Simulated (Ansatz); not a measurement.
Consider the adduct formation: `[CH3][Al]([CH3])[F]` + silanol → `[CH3][Al-]([CH3])([F])[OH+][SiH3]`.

Computed with Ansatz on PBE0-D4/def2-TZVP structures; ΔE is electronic, products minus reactants. CBS: MP2 limit from def2 TZ/QZ plus the TZ coupled-cluster correction, frozen cores. DFT in def2-TZVPP. Each species was taken in one conformer, which may not be the lowest.

```json
{"species": "`[CH3][Al]([CH3])[F]`", "r2SCANh energy (Eh)": "-422.14743"}
{"species": "`O[SiH3]`", "r2SCANh energy (Eh)": "-367.12516"}
{"species": "`[CH3][Al-]([CH3])([F])[OH+][SiH3]`", "r2SCANh energy (Eh)": "-789.30725"}
```

(1) Work out ΔE.

Largest T1 diagnostic among the species: 0.011.

Results:

(1) ΔE = (-789.30725) − (-422.14743) − (-367.12516) = -0.03466 Eh = -0.94 eV. CCSD(T)/CBS gives -0.94 eV.

From PBE to PBE0 (25 % exact exchange), in def2-TZVPP and without D4, ΔE moves by −0.07 eV. At CCSD(T), def2-SVP lies −0.25 eV from the extrapolated value and def2-TZVPP +0.01 eV. In def2-TZVPP, CCSD(T) changes the Hartree–Fock value by −0.23 eV (the triples alone add −0.03 eV) and MP2 by −0.21 eV.
